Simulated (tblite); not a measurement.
C8H9F.
Z-matrix (Å and degrees, GFN2-xTB geometry), rows numbered from 1:
```
F 
C   1  1.3714
C   2  1.5073  1  112.40
C   3  1.3402  2  121.51  1     8.76
C   4  1.4944  3  121.43  2  -173.76
C   5  1.4963  4  104.22  3   -70.93
C   6  1.3371  5  121.10  4    70.52
C   7  1.4371  6  124.49  5    -7.48
C   8  1.3491  7  124.87  6   -34.77
H   2  1.0970  1  106.72  3  -121.41
H   2  1.0977  1  106.57  3   121.93
H   4  1.0798  3  120.22  2     5.40
H   5  1.0879  4  111.49  3   168.40
H   5  1.0940  4  109.93  3    46.69
H   6  1.0804  5  118.17  4  -109.94
H   7  1.0824  6  119.63  5   173.78
H   8  1.0827  7  116.32  6   153.06
H   9  1.0831  3  116.16  2    27.97
```

Computed with GFN2-xTB (tblite): harmonic, unscaled wavenumbers at the GFN2-xTB geometry, gas phase. Against measured fundamentals such values can be off by several per cent, at times by over 20. One conformer, not necessarily the lowest.

Harmonic wavenumbers (cm⁻¹): 51.7, 142.1, 186.0, 246.1, 263.6, 327.2, 377.8, 409.1, 450.4, 582.6, 621.7, 731.2, 769.6, 808.9, 841.7, 895.2, 895.6, 921.8, 961.9, 977.3, 1001.4, 1042.4, 1071.7, 1115.8, 1149.3, 1191.0, 1210.0, 1226.0, 1233.6, 1273.0, 1289.0, 1320.2, 1345.5, 1411.4, 1432.3, 1459.9, 1575.9, 1657.4, 1666.6, 2904.6, 2923.4, 2940.2, 3022.3, 3040.5, 3049.2, 3058.1, 3074.9, 3087.0.

A = 3209, B = 1179, C = 942.4 MHz; mass 124.069 u (most abundant isotopes); point group C1, symmetry number 1.

Question: What is the zero-point energy?

Answer: ½Σν̃ = 31617 cm⁻¹ = 90.40 kcal/mol.

Question: What is S at 273.15 K and 1 bar for an ideal gas of classical rigid rotors and harmonic oscillators?

Answer: Translation 39.95, rotation 28.63, vibration 18.19: S = 86.8 cal/(mol K).

Question: And Cp and H(273.15 K) − H(0)?

Answer: Cp = 30.92 cal/(mol K), of which vibrations give 22.97 (their classical limit is 48 R = 95.4); H(273.15 K) − H(0) = 5.00 kcal/mol without the zero-point energy, 2.83 from vibrations.

Question: What must be added to the electronic energy to get the Gibbs energy at 273.15 K and 1 bar?

Answer: ZPE + [H(273.15 K) − H(0)] − T·S = 90.40 + 5.00 − 23.70 = 71.70 kcal/mol.

Question: Blend soft modes into free rotors: weight 1/[1 + (100 cm⁻¹/ν̃)⁴] for the oscillator and the rest for a rotor with moment μB/(μ + B), μ = h/(8π²ν), B = 10⁻⁴⁴ kg m². What vibrational entropy results?

Answer: 17.11 cal/(mol K) in place of 18.19, which changes −T·S at 273.15 K by +0.30 kcal/mol.

Question: How do the functions run with temperature in this model?

Answer: 
```tsv
T (K)	S (cal/(mol K))	Cp (cal/(mol K))	H − H(0) (kcal/mol)	G − H(0) (kcal/mol)	ln q(vib)
150	72.2	19.2	1.94	-8.89	1.72
250	84.1	28.6	4.32	-16.72	3.50
298.15	89.6	33.5	5.81	-20.90	4.42
400	100.9	43.8	9.76	-30.61	6.47
600	121.9	59.7	20.22	-52.92	10.73
900	149.2	74.5	40.56	-93.71	17.11
```

q(vib) and H(0) count from the zero-point level.

Hindered rotation and anharmonicity are outside this model. Other conformers, if any are populated, would add a mixing term that is left out. The structure is chiral; the term R ln 2 for an equal mix with its mirror image is left out.
